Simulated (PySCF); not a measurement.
Two species compared at the same levels of theory.

First species: C7H11F.
SMILES: `F[C@]12CCC[C@H](C1)C2`

Second species: C₅H₅N.
SMILES: `C#CC#CCN`

Levels: CAM-B3LYP/def2-SVPD for HOMO energy, LUMO energy, HOMO–LUMO gap and static isotropic polarisability; TDDFT CAM-B3LYP/def2-SVPD for lowest singlet excitation; TDA CAM-B3LYP/def2-SVPD for lowest triplet excitation (Tamm–Dancoff); ΔSCF CAM-B3LYP/def2-SVPD for vertical ionisation energy. Geometries: PBE0-D3(BJ)/def2-SVP. Each species is one conformer at its optimised geometry, gas phase, non-relativistic unless stated. Electronic properties by PySCF.

The conformers computed, where there is a choice (atom-mapped SMILES and torsion angles):
- `[CH:1]#[C:2][C:3]#[C:4][CH2:5][NH2:6]`: H–N6–C5–C4 180°, H–N6–C5–C4 63°

The conformers of `F[C@]12CCC[C@H](C1)C2` aren't listed.

Values for the first species:

| Item | Value |
| --- | --- |
| HOMO energy | -9.65 eV |
| LUMO energy | 1.25 eV |
| HOMO–LUMO gap | 10.90 eV |
| Lowest singlet excitation | 8.13 eV |
| Lowest triplet excitation (Tamm–Dancoff) | 7.94 eV |
| Static isotropic polarisability | 76.4 au |
| Vertical ionisation energy | 10.39 eV |

Q: Estimate the same properties for the second species, and the change in each.

A: 
```json
{"property": "HOMO energy", "first": "-9.65 eV", "second": "-8.34 eV", "second less first": "+1.31 eV"}
{"property": "LUMO energy", "first": "1.25 eV", "second": "0.31 eV", "second less first": "-0.94 eV"}
{"property": "HOMO–LUMO gap", "first": "10.90 eV", "second": "8.65 eV", "second less first": "-2.25 eV"}
{"property": "lowest singlet excitation", "first": "8.13 eV", "second": "4.59 eV", "second less first": "-3.54 eV"}
{"property": "lowest triplet excitation (Tamm–Dancoff)", "first": "7.94 eV", "second": "3.79 eV", "second less first": "-4.15 eV"}
{"property": "static isotropic polarisability", "first": "76.4 au", "second": "73.7 au", "second less first": "-2.7 au"}
{"property": "vertical ionisation energy", "first": "10.39 eV", "second": "9.19 eV", "second less first": "-1.20 eV"}
```

On the first: No computed singlet falls in the visible range (750 to 380 nm, 1.65 to 3.26 eV); S1 lies 4.87 eV above its blue end. The vertical singlet–triplet gap S1 − T1 is 0.19 eV (TDDFT singlet less Tamm–Dancoff triplet; S1: HOMO→LUMO, weight 0.94; T1: HOMO→LUMO, weight 0.87).

On the second: The ΔSCF ionisation energy exceeds −ε(HOMO) by 0.85 eV with CAM-B3LYP. The polarisability is 10.93 Å³ as a volume (1 au = 0.148185 Å³), or 1.76 au for each of the 42 electrons.
